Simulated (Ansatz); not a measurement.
Input file for Ansatz (a quantum-chemistry and plane-wave program): R-B3LYP/def2-TZVPP on iminoborane (SMILES B=N).

Ansatz 0.2 input:
```yaml
crystal:
  periodic: [false, false, false]
  atoms:
    - {symbol: B, position_ang: [-0.00000000, -0.00000000, -0.69230044]}
    - {symbol: N, position_ang: [-0.00000000, 0.00000000, 0.54091388]}
    - {symbol: H, position_ang: [0.00000000, 0.00000000, -1.85822964]}
    - {symbol: H, position_ang: [0.00000000, -0.00000000, 1.53234077]}
basis:
  gaussian:
    orbitals: def2-TZVPP
hamiltonian:
  xc: {name: B3LYP}
accuracy: high
phonons: {}
scf: {lower_state_search: off}
```

It printed:

```
WARN ansatz: RAYON_NUM_THREADS=1 ignored (pool sized by the plan → 1); use --threads N
Functional definition: B3LYP
these checks for a lower state are left out or cut short: stability, starts, cluster_reference, orbital_swaps, neighbouring_geometries, increment
integrals: 0.10 GiB planned
1392 factors; integrals over basis functions are off by at most 2.0e-9 eV
mean field: 0.26 GiB planned
mean field evaluation 1: about -2191.6857 eV, gradient 6.6e1 eV
mean field evaluation 2: about -2163.7338 eV, gradient 1.1e2 eV
mean field evaluation 4: about -2199.7690 eV, gradient 6.5e0 eV
mean field evaluation 8: about -2199.8733 eV, gradient 5.0e-2 eV
mean field evaluation 16: about -2199.8733 eV, gradient 4.6e-8 eV
mean field -2199.87333112 eV, -80.8438537911 hartree, gradient 4.5e-8 eV, S^2 0.000000; 0 other end points of the search recorded, 0 dependent functions left out
the calculation of the forces begins
reference -2199.87336207 eV, -80.8438549284 hartree; 7, 7 occupied and 83, 83 virtual orbitals, 1392 factors
these checks for a lower state are left out or cut short: stability, starts, cluster_reference, orbital_swaps, neighbouring_geometries, increment
integrals: 0.10 GiB planned
1392 factors; integrals over basis functions are off by at most 2.0e-9 eV
mean field: 0.26 GiB planned
mean field -2199.87331512 eV, -80.8438532028 hartree, gradient 7.1e-8 eV, S^2 0.000000; 0 other end points of the search recorded, 0 dependent functions left out
the calculation of the forces begins
reference -2199.87334606 eV, -80.8438543401 hartree; 7, 7 occupied and 83, 83 virtual orbitals, 1392 factors
these checks for a lower state are left out or cut short: stability, starts, cluster_reference, orbital_swaps, neighbouring_geometries, increment
integrals: 0.10 GiB planned
1392 factors; integrals over basis functions are off by at most 2.0e-9 eV
mean field: 0.26 GiB planned
mean field evaluation 32: about -2199.8733 eV, gradient 7.1e-8 eV
mean field -2199.87331512 eV, -80.8438532028 hartree, gradient 7.1e-8 eV, S^2 0.000000; 0 other end points of the search recorded, 0 dependent functions left out
the calculation of the forces begins
reference -2199.87334606 eV, -80.8438543401 hartree; 7, 7 occupied and 83, 83 virtual orbitals, 1392 factors
these checks for a lower state are left out or cut short: stability, starts, cluster_reference, orbital_swaps, neighbouring_geometries, increment
integrals: 0.10 GiB planned
1392 factors; integrals over basis functions are off by at most 2.0e-9 eV
mean field: 0.26 GiB planned
mean field -2199.87331512 eV, -80.8438532028 hartree, gradient 7.1e-8 eV, S^2 0.000000; 0 other end points of the search recorded, 0 dependent functions left out
the calculation of the forces begins
reference -2199.87334606 eV, -80.8438543401 hartree; 7, 7 occupied and 83, 83 virtual orbitals, 1392 factors
these checks for a lower state are left out or cut short: stability, starts, cluster_reference, orbital_swaps, neighbouring_geometries, increment
integrals: 0.10 GiB planned
1392 factors; integrals over basis functions are off by at most 2.0e-9 eV
mean field: 0.26 GiB planned
mean field -2199.87331512 eV, -80.8438532028 hartree, gradient 7.1e-8 eV, S^2 0.000000; 0 other end points of the search recorded, 0 dependent functions left out
the calculation of the forces begins
reference -2199.87334606 eV, -80.8438543401 hartree; 7, 7 occupied and 83, 83 virtual orbitals, 1392 factors
these checks for a lower state are left out or cut short: stability, starts, cluster_reference, orbital_swaps, neighbouring_geometries, increment
integrals: 0.10 GiB planned
1392 factors; integrals over basis functions are off by at most 2.0e-9 eV
mean field: 0.26 GiB planned
mean field -2199.87297117 eV, -80.8438405629 hartree, gradient 4.0e-8 eV, S^2 0.000000; 0 other end points of the search recorded, 0 dependent functions left out
the calculation of the forces begins
reference -2199.87300212 eV, -80.8438417005 hartree; 7, 7 occupied and 83, 83 virtual orbitals, 1392 factors
these checks for a lower state are left out or cut short: stability, starts, cluster_reference, orbital_swaps, neighbouring_geometries, increment
integrals: 0.10 GiB planned
1392 factors; integrals over basis functions are off by at most 2.0e-9 eV
mean field: 0.26 GiB planned
mean field -2199.87297276 eV, -80.8438406215 hartree, gradient 3.0e-8 eV, S^2 0.000000; 0 other end points of the search recorded, 0 dependent functions left out
the calculation o
[...]
ce -2199.87292342 eV, -80.8438388084 hartree; 7, 7 occupied and 83, 83 virtual orbitals, 1392 factors
these checks for a lower state are left out or cut short: stability, starts, cluster_reference, orbital_swaps, neighbouring_geometries, increment
integrals: 0.10 GiB planned
1392 factors; integrals over basis functions are off by at most 2.0e-9 eV
mean field: 0.26 GiB planned
mean field -2199.87332631 eV, -80.8438536140 hartree, gradient 5.5e-8 eV, S^2 0.000000; 0 other end points of the search recorded, 0 dependent functions left out
the calculation of the forces begins
reference -2199.87335725 eV, -80.8438547514 hartree; 7, 7 occupied and 83, 83 virtual orbitals, 1392 factors
these checks for a lower state are left out or cut short: stability, starts, cluster_reference, orbital_swaps, neighbouring_geometries, increment
integrals: 0.10 GiB planned
1392 factors; integrals over basis functions are off by at most 2.0e-9 eV
mean field: 0.26 GiB planned
mean field -2199.87332631 eV, -80.8438536140 hartree, gradient 5.5e-8 eV, S^2 0.000000; 0 other end points of the search recorded, 0 dependent functions left out
the calculation of the forces begins
reference -2199.87335725 eV, -80.8438547514 hartree; 7, 7 occupied and 83, 83 virtual orbitals, 1392 factors
these checks for a lower state are left out or cut short: stability, starts, cluster_reference, orbital_swaps, neighbouring_geometries, increment
integrals: 0.10 GiB planned
1392 factors; integrals over basis functions are off by at most 2.0e-9 eV
mean field: 0.26 GiB planned
mean field -2199.87332631 eV, -80.8438536140 hartree, gradient 5.5e-8 eV, S^2 0.000000; 0 other end points of the search recorded, 0 dependent functions left out
the calculation of the forces begins
reference -2199.87335725 eV, -80.8438547514 hartree; 7, 7 occupied and 83, 83 virtual orbitals, 1392 factors
these checks for a lower state are left out or cut short: stability, starts, cluster_reference, orbital_swaps, neighbouring_geometries, increment
integrals: 0.10 GiB planned
1392 factors; integrals over basis functions are off by at most 2.0e-9 eV
mean field: 0.26 GiB planned
mean field evaluation 128: about -2199.8733 eV, gradient 2.2e-8 eV
mean field -2199.87332631 eV, -80.8438536140 hartree, gradient 5.5e-8 eV, S^2 0.000000; 0 other end points of the search recorded, 0 dependent functions left out
the calculation of the forces begins
reference -2199.87335725 eV, -80.8438547514 hartree; 7, 7 occupied and 83, 83 virtual orbitals, 1392 factors
these checks for a lower state are left out or cut short: stability, starts, cluster_reference, orbital_swaps, neighbouring_geometries, increment
integrals: 0.10 GiB planned
1392 factors; integrals over basis functions are off by at most 2.0e-9 eV
mean field: 0.26 GiB planned
mean field -2199.87324546 eV, -80.8438506430 hartree, gradient 2.1e-8 eV, S^2 0.000000; 0 other end points of the search recorded, 0 dependent functions left out
the calculation of the forces begins
reference -2199.87327640 eV, -80.8438517800 hartree; 7, 7 occupied and 83, 83 virtual orbitals, 1392 factors
these checks for a lower state are left out or cut short: stability, starts, cluster_reference, orbital_swaps, neighbouring_geometries, increment
integrals: 0.10 GiB planned
1392 factors; integrals over basis functions are off by at most 2.0e-9 eV
mean field: 0.26 GiB planned
mean field -2199.87324620 eV, -80.8438506700 hartree, gradient 1.6e-8 eV, S^2 0.000000; 0 other end points of the search recorded, 0 dependent functions left out
the calculation of the forces begins
reference -2199.87327715 eV, -80.8438518077 hartree; 7, 7 occupied and 83, 83 virtual orbitals, 1392 factors
these checks for a lower state are left out or cut short: stability, starts, cluster_reference, orbital_swaps, neighbouring_geometries, increment
integrals: 0.10 GiB planned
1392 factors; integrals over basis functions are off by at most 2.0e-9 eV
mean field: 0.26 GiB planned
mean field -2199.87332878 eV, -80.8438537049 hartree, gradient 3.5e-8 eV, S^2 0.000000; 0 other end points of the search recorded, 0 dependent functions left out
the calculation of the forces begins
reference -2199.87335973 eV, -80.8438548422 hartree; 7, 7 occupied and 83, 83 virtual orbitals, 1392 factors
these checks for a lower state are left out or cut short: stability, starts, cluster_reference, orbital_swaps, neighbouring_geometries, increment
integrals: 0.10 GiB planned
1392 factors; integrals over basis functions are off by at most 2.0e-9 eV
mean field: 0.26 GiB planned
mean field -2199.87332878 eV, -80.8438537049 hartree, gradient 3.5e-8 eV, S^2 0.000000; 0 other end points of the search recorded, 0 dependent functions left out
the calculation of the forces begins
reference -2199.87335973 eV, -80.8438548422 hartree; 7, 7 occupied and 83, 83 virtual orbitals, 1392 factors
these checks for a lower state are left out or cut short: stability, starts, cluster_reference, orbital_swaps, neighbouring_geometries, increment
integrals: 0.10 GiB planned
1392 factors; integrals over basis functions are off by at most 2.0e-9 eV
mean field: 0.26 GiB planned
mean field evaluation 160: about -2199.8733 eV, gradient 8.9e-2 eV
mean field -2199.87332878 eV, -80.8438537049 hartree, gradient 3.5e-8 eV, S^2 0.000000; 0 other end points of the search recorded, 0 dependent functions left out
the calculation of the forces begins
reference -2199.87335973 eV, -80.8438548422 hartree; 7, 7 occupied and 83, 83 virtual orbitals, 1392 factors
these checks for a lower state are left out or cut short: stability, starts, cluster_reference, orbital_swaps, neighbouring_geometries, increment
integrals: 0.10 GiB planned
1392 factors; integrals over basis functions are off by at most 2.0e-9 eV
mean field: 0.26 GiB planned
mean field -2199.87332878 eV, -80.8438537049 hartree, gradient 3.5e-8 eV, S^2 0.000000; 0 other end points of the search recorded, 0 dependent functions left out
the calculation of the forces begins
reference -2199.87335973 eV, -80.8438548422 hartree; 7, 7 occupied and 83, 83 virtual orbitals, 1392 factors
these checks for a lower state are left out or cut short: stability, starts, cluster_reference, orbital_swaps, neighbouring_geometries, increment
integrals: 0.10 GiB planned
1392 factors; integrals over basis functions are off by at most 2.0e-9 eV
mean field: 0.26 GiB planned
mean field -2199.87317191 eV, -80.8438479403 hartree, gradient 1.5e-8 eV, S^2 0.000000; 0 other end points of the search recorded, 0 dependent functions left out
the calculation of the forces begins
reference -2199.87320286 eV, -80.8438490776 hartree; 7, 7 occupied and 83, 83 virtual orbitals, 1392 factors
these checks for a lower state are left out or cut short: stability, starts, cluster_reference, orbital_swaps, neighbouring_geometries, increment
integrals: 0.10 GiB planned
1392 factors; integrals over basis functions are off by at most 2.0e-9 eV
mean field: 0.26 GiB planned
mean field -2199.87317034 eV, -80.8438478825 hartree, gradient 2.5e-8 eV, S^2 0.000000; 0 other end points of the search recorded, 0 dependent functions left out
the calculation of the forces begins
reference -2199.87320129 eV, -80.8438490198 hartree; 7, 7 occupied and 83, 83 virtual orbitals, 1392 factors
Total energy: -2199.87336207 eV, -80.8438549284 hartree
Atom 0 at    -0.000000    -0.000000    -0.692300 Å, force    -0.000000    -0.000000     0.000045 eV/Å
Atom 1 at     0.000000     0.000000     0.540914 Å, force    -0.000000     0.000000    -0.000018 eV/Å
Atom 2 at     0.000000     0.000000    -1.858230 Å, force     0.000000    -0.000000    -0.000007 eV/Å
Atom 3 at     0.000000     0.000000     1.532341 Å, force     0.000000    -0.000000    -0.000020 eV/Å
Dipole moment:    -0.000000    -0.000000     0.001713 e Å
Vibrations: 477.70 477.70 753.47 753.47 1848.99 2893.11 3873.09 cm⁻¹, zero-point energy 0.686720 eV
Checks for a lower state left out: stability, starts, cluster_reference, orbital_swaps, neighbouring_geometries, increment
```

Self-consistency was reached.

Cost: very roughly 70 core-seconds.
